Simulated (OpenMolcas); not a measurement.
Ru5+ (d3) among equal point charges was computed by CASSCF with the d shell active (OpenMolcas, ANO-RCC-VTZP on the metal). Its lowest spin-free states, and all those of the highest spin:

```json
{"2S+1": "4", "Degeneracy": "3", "E (cm-1)": "0.0"}
{"2S+1": "4", "Degeneracy": "3", "E (cm-1)": "2097"}
{"2S+1": "4", "Degeneracy": "1", "E (cm-1)": "4654"}
{"2S+1": "2", "Degeneracy": "2", "E (cm-1)": "15923"}
{"2S+1": "4", "Degeneracy": "3", "E (cm-1)": "16569"}
{"2S+1": "2", "Degeneracy": "3", "E (cm-1)": "17014"}
{"2S+1": "2", "Degeneracy": "3", "E (cm-1)": "17265"}
{"2S+1": "2", "Degeneracy": "1", "E (cm-1)": "18306"}
{"2S+1": "2", "Degeneracy": "3", "E (cm-1)": "21634"}
{"2S+1": "2", "Degeneracy": "3", "E (cm-1)": "22469"}
{"2S+1": "2", "Degeneracy": "3", "E (cm-1)": "22564"}
{"2S+1": "2", "Degeneracy": "2", "E (cm-1)": "23310"}
```

Is the site octahedral, tetrahedral or cube-like, axial, or of lower symmetry?

The states with 2S+1 = 4 have orbital degeneracies 3, 3, 1, 3. Threefold states need a cubic site. For d3 at this spin an octahedron puts the single A2 below the threefold T2 and a tetrahedron or cube puts the threefold T1 below the threefold T2, so the site is a tetrahedron or a cube, which this pattern cannot tell apart. The run had Ru5+ among 4 point charges of -2 e arranged as a tetrahedron (Td), 1.98 Å from the ion.

An orbital triplet at a regular site is open to Jahn-Teller coupling, which can distort the site and quench the lowest spin-orbit gaps and is left out. Without dynamic correlation the repulsion within the d shell is too large (B by tens of per cent), so at a given field states of lower spin stand too high. Point charges give a weaker field than real ligands, and real ions of this kind are as a rule low spin; the high spin found here belongs to the model. The ground term spreads over less than 5000 cm-1, several times less than with real ligands, so orbital moments are less quenched and χT lies further from the spin-only value than at real sites. This is an electrostatic model: the charges have no orbitals. No measured value stands beside these numbers.
